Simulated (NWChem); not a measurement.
**Atomisation of ethylenediamine (C$_{2}$H$_{8}$N$_{2}$)**

```xyz
12

N      0.2796    -1.8507    -0.0520
C     -0.4713    -0.6008    -0.0333
C      0.4713     0.6008    -0.0333
N     -0.2796     1.8507    -0.0520
H     -0.3500    -2.6449    -0.1618
H      0.7579    -1.9919     0.8391
H     -1.1732    -0.4992     0.8271
H     -1.0952    -0.5445    -0.9404
H      1.0952     0.5445    -0.9404
H      1.1732     0.4992     0.8271
H      0.3500     2.6449    -0.1618
H     -0.7579     1.9919     0.8391
```
Charge 0, spin multiplicity 1.

Everything below was run with NWChem. All single points use one geometry, from B3LYP/def2-SVP, a minimum by its harmonic frequencies. It is one conformer; others weren't searched.

Basis set: def2-TZVP. The atomisation energy is electronic alone: no zero-point, thermal, spin-orbit or counterpoise terms. No value is extrapolated to the basis-set limit. Free atoms are single determinants with multiplicities N 4, C 3, H 2. Correlated methods freeze the same cores in atoms and molecule, 4 orbitals in all.

| method | atomisation energy (kcal/mol) | relative cost |
|---|---|---|
| LDA (SVWN5) | 1195.3 | 1 |
| B3LYP | 1039.1 | under 3 |
| PBE0 | 1041.1 | under 3 |
| PBE | 1060.9 | under 3 |
| BP86 | 1076.1 | under 3 |
| HF | 727.8 | under 3 |
| M06-2X | 1038.6 | under 3 |
| MP2 | 1004.1 | 3 |
| LC-wPBE (omega 0.3 per bohr) | 1049.5 | 10 |

The values span 467.5 kcal/mol, from HF (lowest) to LDA (SVWN5) (highest). Costs are rough ratios of processor time within this set of runs, SCF included, with LDA (SVWN5) as 1. Costs are the molecule's.

B3LYP has NWChem's definition, with VWN1-RPA local correlation. GW and range-separated runs recompute their integrals, the others keep them in memory, which bears on the times. The stability of the SCF solutions was not checked. Open-shell Hartree-Fock references start from PBE0 orbitals; any time given for them includes that run.
